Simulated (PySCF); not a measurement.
Compound: C7H12OSi.
Numbering: `[CH3:1][CH2:2][C:3]1=[C:4]([CH2:5][CH:6]=[O:7])[CH2:8][SiH2:9]1`

Structure used (GFN2-xTB), in Å, numbered top down from 1:
```xyz
21
C7H12OSi angstrom
C     -2.254    0.869    0.940
C     -1.436    0.987   -0.346
C     -0.526   -0.185   -0.498
C      0.815   -0.245   -0.513
C      1.845    0.839   -0.387
C      2.085    1.009    1.086
O      3.055    0.632    1.681
C      1.154   -1.709   -0.643
Si    -0.740   -2.058   -0.678
H     -1.596    0.838    1.806
H     -2.928    1.715    1.046
H     -2.842   -0.046    0.924
H     -0.863    1.918   -0.332
H     -2.120    1.025   -1.199
H      2.768    0.543   -0.885
H      1.466    1.773   -0.807
H      1.233    1.481    1.615
H      1.727   -1.938   -1.540
H      1.715   -2.091    0.209
H     -1.284   -2.790    0.464
H     -1.281   -2.547   -1.944
```

NICS = −σ at a ghost point: NICS(0) at the centroid of the ring atoms, NICS(1) 1 Å to either side along the normal of their mean plane, zz for the tensor component along that normal. Level: GIAO PBE0/pcSseg-1 (PySCF, non-relativistic, gas phase) on the GFN2-xTB geometry, one conformer.

Ring bond lengths (Å), with Mayer bond orders in brackets: C3–C4 1.342 (1.77), C4–C8 1.509 (1.03), C8–Si9 1.926 (0.92), Si9–C3 1.894 (0.92).

Problem. Give the NICS values of each ring in ppm.

Solution. 
```csv
ring,type,NICS(0),"NICS(1), two faces","NICS(1)zz, two faces",rms pucker (Å),"centre to ring atoms, mean (Å)"
C3–C4–C8–Si9,"4-membered ring with Si; formal bonds 1 double, 3 single",0.1,-2.2 / -2.9,3.3 / 3.2,0.00,1.17
```

Problem. What can be read from them?

Solution. 
- C3–C4–C8–Si9: mean NICS(1)zz 3.2 ppm, deshielded. C8, Si9 have four or more neighbours; no verdict on aromaticity is drawn.

Problem. List the ring angles and the Hirshfeld charges of the ring atoms.

Solution. 
- C3–C4–C8–Si9: C3 93.9° (-0.088 e), C4 105.6° (+0.013 e), C8 87.5° (-0.167 e), Si9 73.0° (+0.338 e); sum 360.0° against 360° for a flat convex ring.

On Arm Neoverse N1, one thread, shared host, this took 1.7 min wall (grids of density and orbitals included) and 0.94 GiB of memory at its peak. This is the whole shielding run at PBE0/pcSseg-1, SCF included.
